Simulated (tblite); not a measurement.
Run record: tight-binding relaxation, `CC1=C(C)CP(C)(=[Se])C1`.

Computed with GFN2-xTB geometry optimisation, gas phase (tblite 0.8.0). Start geometry: from a force field or distance geometry. A driver script takes a list of jobs; this job's settings line and coordinates (Å) are shown.

Command:
```bash
OMP_NUM_THREADS=1 python probes_run.py task.json out
```

Input:
```
{"job": {"kind": "relax", "xc": "GFN2-xTB", "basis": "xTB"}, "charge": 0, "multiplicity": 1}
C     -2.125700    -1.179800     0.544200
C     -0.838000    -0.574200     0.008800
C     -0.718800     0.639200    -0.334100
C     -1.896300     1.631700    -0.279600
C      0.590500     1.094000    -0.822800
P      1.697900    -0.287300    -0.491700
C      2.740900    -0.049600     0.960800
Se     2.855600    -0.577800    -2.012600
C      0.382400    -1.425600    -0.096800
H     -3.009300    -0.575700     0.343200
H     -2.223600    -2.123300    -0.067100
H     -2.046400    -1.410800     1.625800
H     -2.012700     2.032200     0.759900
H     -2.821300     1.209000    -0.630300
H     -1.660300     2.500200    -0.944800
H      0.508300     1.276900    -1.903800
H      0.975000     1.983700    -0.272500
H      2.079400     0.019900     1.857800
H      3.398400    -0.952600     1.026100
H      3.329100     0.890400     0.894600
H      0.231100    -2.086300    -0.987200
H      0.553500    -2.014500     0.821100
```

Output:
```
step      E/eV     max force
  0    -742.93498    6.046
  1    -743.49341    3.945
  2    -743.73496    1.591
  3    -743.82732    0.761
  4    -743.89966    0.449
  5    -743.92964    0.385
  6    -743.95343    0.228
  7    -743.96217    0.221
  8    -743.96937    0.208
  9    -743.97539    0.157
... (157 lines left out)
167    -744.04757    0.017
168    -744.04773    0.018
169    -744.04779    0.019
170    -744.04791    0.020
171    -744.04798    0.016
172    -744.04804    0.013
173    -744.04809    0.013
174    -744.04814    0.012
175    -744.04817    0.012
176    -744.04819    0.007
```

«max force» is the largest atomic force in eV/Å.

Problem. From which step on does the largest force stay under 0.1 eV/Å, and how much energy is left to gain from there?

Solution. From step 163 (0.041 eV/Å), 1.5 meV above the end.

Summary of the converged run: energy lowered by 25.7 kcal/mol over 176 steps; largest atomic force 0.007 eV/Å at the end.

Problem. Give the final coordinates.

Solution. 0.418 Å rms from the input after alignment:
```
atom  x, y, z in Å
C1    -2.0065   -1.3117    0.5700
C2    -0.8273   -0.6172   -0.0299
C3    -0.7091    0.6742   -0.3339
C4    -1.7268    1.7533   -0.1525
C5     0.5991    1.0954   -0.9539
P6     1.7480   -0.2954   -0.5794
C7     2.3690    0.0462    1.1094
Se8    3.2222   -0.7663   -1.9860
C9     0.3632   -1.4867   -0.3440
H10   -2.8455   -0.6390    0.7164
H11   -2.3235   -2.1276   -0.0790
H12   -1.7363   -1.7432    1.5342
H13   -1.3546    2.5072    0.5417
H14   -2.6667    1.3684    0.2300
H15   -1.9149    2.2464   -1.1059
H16    0.5130    1.1920   -2.0415
H17    0.9692    2.0468   -0.5634
H18    1.5466    0.2762    1.7838
H19    2.9110   -0.8315    1.4593
H20    3.0612    0.8855    1.0562
H21    0.2190   -2.0418   -1.2770
H22    0.5792   -2.2118    0.4445
```

Problem. How long does this job take on one thread of an Intel Xeon Platinum 8488C, shared host?

Solution. About 1.7 s.
Labels such as C1 count atoms from 1, the log's own numbers from 0.
